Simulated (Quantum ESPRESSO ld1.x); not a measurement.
Question: These are the eigenvalues of the occupied orbitals of an atom or ion with whole-number occupations (eV). Method: scalar-relativistic Kohn-Sham, revPBE, spin-unpolarised, spherical densities, point nucleus; computed with ld1.x of Quantum ESPRESSO 7.5.

| orbital | eigenvalue |
|---|---|
| 1s | -61817.6 |
| 2s | -13837.4 |
| 2p | -12763.5 |
| 3s | -5664.70 |

Which element is it, and in what charge state? The configuration may be excited.

Answer: Z = 68, erbium, charge +56: Er56+ in [Ne] 3s2. The list shows which subshells hold electrons but not how many an open one holds; the 1s level, -2271.8 hartree, gives Z - s = 67.4 by -(Z - s)^2/2, which with screening and relativity narrows Z to a few neighbours, and the depths of the outer levels then fix element, charge and occupations together.
